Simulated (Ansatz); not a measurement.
Be₂F₅⁻, relaxed as a singlet with RKS PBE-D4/def2-SVPD in Ansatz, starting from the GFN1-xTB geometry. Force threshold 0.02 eV/Å.

The structure comes from a short search, and lower isomers may exist.

Start:

```xyz
7

Be   -1.4579   -0.3168    0.3825
Be    1.4577    0.3193   -0.3839
F    -1.6719   -1.2495    1.4723
F     1.6947    1.3051   -1.4201
F     2.5014   -0.3973    0.3215
F    -0.0045    0.0104   -0.0079
F    -2.5195    0.3290   -0.3643
```

(1) Estimate the energy that the relaxation releases and the steps that it takes.

(2) Does the start keep its bonding?

(3) Predict the relaxed structure.

Answers

(1) 9.7 kJ/mol, in 22 steps; 16 s on 4 threads of Arm Neoverse V2 on a shared host. The force fell under the threshold at step 4, but the optimiser went on and released 0.047 eV more. No frequencies were taken in this run, so the end may be a saddle point.

(2) By distances, no bond broke or formed. The bond that changes most is Be1–F6, from 1.54 to 1.57 Å (atoms count from 1).

(3) 
Cartesian coordinates in Å:
```
Be -1.485 -0.322 0.372
Be 1.480 0.331 -0.387
F -1.643 -0.392 1.829
F 1.869 1.735 -0.563
F 2.318 -0.872 -0.428
F -0.057 0.087 -0.147
F -2.481 -0.567 -0.677
```
Bond lengths (bridged metal pairs left out): 6 × Be–F 1.47 to 1.57 Å.
